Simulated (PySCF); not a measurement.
C2H4FNOSi, SMILES C(=N[SiH2]CF)=O.

The structure is a stationary point at B3LYP-D3(BJ)/def2-SVP. This is a generated structure with no PubChem entry under its InChIKey; it may be hypothetical. The values are those of a single conformer.

Method: PBE/def2-TZVP (PySCF).

The molecule is in vacuum.

```
Property                                                                                                       Result
---------------------------------------------------------------------------------------------  ----------------------
total energy                                                                                       -597.62000 hartree
highest occupied level                                                                                       -7.07 eV
lowest empty level                                                                                           -0.72 eV
orbital gap                                                                                                   6.34 eV
dipole moment                                                                                                  2.86 D
quadrupole, principal values (traceless, Buckingham form, about the centre of nuclear charge)  -5.59, -0.03, 5.63 D·Å
mean static polarisability                                                                       61.0 bohr³ (9.03 Å³)
polarisability, principal values                                                               47.0, 52.0, 83.9 bohr³
```
